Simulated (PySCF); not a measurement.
Species: C5H14AlN.
Cartesian coordinates in Å at the PBE0-D3(BJ)/def2-SVP level; atoms count from 1:
```
atom  x, y, z in Å
C1     3.369    0.828   -0.536
C2     2.055    0.789   -0.267
Al3    0.983   -0.880   -0.262
N4    -0.909   -0.208    0.280
C5    -1.797   -1.376    0.310
C6    -0.833    0.409    1.609
C7    -1.375    0.761   -0.718
H8     3.944   -0.077   -0.775
H9     3.955    1.757   -0.538
H10    1.613    1.777   -0.044
H11    1.240   -1.914    0.947
H12    0.616   -1.527   -1.690
H13   -1.414   -2.106    1.035
H14   -2.823   -1.081    0.591
H15   -1.812   -1.846   -0.683
H16   -1.830    0.745    1.945
H17   -0.435   -0.322    2.327
H18   -0.153    1.270    1.579
H19   -0.706    1.630   -0.731
H20   -1.358    0.294   -1.713
H21   -2.402    1.098   -0.489
```

The closed-shell ground state was solved at several levels (PySCF, density fitting, gas phase, non-relativistic).

```
        level  basis functions  total energy (Eh)  HOMO (eV)  LUMO (eV)  gap (eV)  dipole (D)
 KT2/pcSseg-1              196          -502.6610      -5.69      -0.61      5.08        5.12
PBE0/pcSseg-1              196          -495.6435      -6.80       0.39      7.19        5.28
```

Question: Estimate the row for B3LYP/def2-SVPD, a basis of 256 functions; the other rows only guide the guess.

Answer: Total energy -495.8990 Eh, HOMO -6.63 eV, LUMO -0.04 eV, gap 6.59 eV, dipole 5.15 D.

Question: Over all these levels, which gives the widest orbital gap and which the narrowest?

Answer: PBE0/pcSseg-1 (global hybrid, 25 % exact exchange) has the widest, 7.19 eV, and KT2/pcSseg-1 (GGA) the narrowest, 5.08 eV. The two share the basis. From the narrowest to the widest the HOMO moves by -1.11 eV and the LUMO by +1.00 eV.

Question: How far do the dipole and the HOMO energy spread over the levels?

Answer: The dipole runs from 5.12 to 5.28 D (mean 5.18 D) and the HOMO from -6.80 to -5.69 eV.

One conformer stands for the species.
